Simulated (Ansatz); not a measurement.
Complex (SMILES): F (HF) with F (HF), atoms 1 to 2 the first; geometry from B3LYP-D3(BJ)/def2-TZVP, monomers rigid:
```xyz
4

F     -0.1109     0.0578    -0.7031
H      0.2570     0.2171     0.1337
F      1.2812     1.5025    -2.5344
H      0.7179     0.9578    -2.0301
```

Basis-set convergence of the counterpoise-corrected interaction energy at PBE with Ansatz (an electronic-structure program). Cartesian d functions, on some or all atoms, in 6-31+G*; all else is spherical. The program fits the integrals of some runs and decomposes those of others, by size. No added dispersion term, no relativity. Functions are those of the species that has most. Reference: the value in aug-cc-pV5Z, -4.73 kcal/mol. Deviations are taken from unrounded values.

```csv
basis,functions,counterpoise-corrected interaction energy (kcal/mol),minus reference (kcal/mol)
pcseg-0,22,-6.52,-1.79
6-31+G*,42,-4.96,-0.23
6-311G**,48,-5.21,-0.48
6-311+G**,56,-4.76,-0.03
def2-SVPD,62,-4.73,0.00
pcseg-2,88,-4.80,-0.07
def2-QZVPP,174,-4.76,-0.03
aug-pcseg-3,268,-4.73,0.01
aug-cc-pV5Z,414,-4.73,0.00
```
